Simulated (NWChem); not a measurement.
C2H4FNSi; SMILES F[C@@H]1N=C[SiH2]1

```xyz
9

F      0.3741    -1.8642    -0.2444
C      0.0114    -0.7503     0.4430
N     -1.2984    -0.2403     0.0246
C     -1.0870     1.0132    -0.1796
Si     0.7912     0.9582    -0.0202
H     -0.0322    -1.0036     1.5177
H     -1.9146     1.6944    -0.4220
H      1.5372     1.8061     0.9619
H      1.5090     0.9697    -1.3276
```
Atoms are numbered in this order, from 1.

Results from NWChem. Medium grid unless said otherwise, to which SCAN and Minnesota functionals are sensitive. The geometry was optimised at PBE0/def2-SVP. Hybrids' shares of exact exchange are those that their runs print; pure functionals count as 0. The functionals differ in more than this share.

```csv
row,share of exact exchange,orbital gap (eV)
PBE/def2-SVP,0.00,3.52
BLYP/def2-SVP,0.00,3.57
TPSSh/def2-SVP,0.10,4.78
B3LYP/def2-SVP,0.20,withheld
M06-2X/def2-SVP,0.54,8.44
Hartree-Fock/def2-SVP,1.00,13.66
```

Task: Fit a straight line of the last column on the one before it, predict the withheld value, and compare with the run.

Result: 
1. Means of the 5 shown rows: x = 0.328, y = 6.794. Slope Σ(x − x̄)(y − ȳ)/Σ(x − x̄)² = 7.553/0.7637 = 9.891; intercept 3.550.
2. The shown rows scatter about the line by 0.249 (root mean square); the largest residual is -0.45, at M06-2X/def2-SVP.
3. At x = 0.20 (B3LYP/def2-SVP; inside the shown range) the line gives 5.53.
4. The run gives 5.60, +0.07 from the line, 0.3 times the scatter.
